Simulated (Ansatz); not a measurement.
CuF, SMILES `[F][Cu]`. Total charge 0; spin multiplicity 1. For Cu the d shell is correlated and the shells below it are frozen. Scalar relativity is left out up to krypton.

Cartesian coordinates in Å:
```
F 0.6878 0.5451 0.0916
Cu -0.6878 -0.5451 -0.0916
```

(1) Give the diagnostics of a CCSD(T)/def2-TZVPP run (frozen core, the Gaussian-basis code of Ansatz). (An estimate is asked.)

Answers

(1) Computed: T1 = 0.0359, largest single amplitude 0.116, largest double 0.022, (T) share of the correlation energy 3.5 %, 15 CCSD cycles. The RHF solution is stable towards an unrestricted one. T1 lies over the customary mark of 0.02 for closed shells; compounds of d metals often pass it without a breakdown.
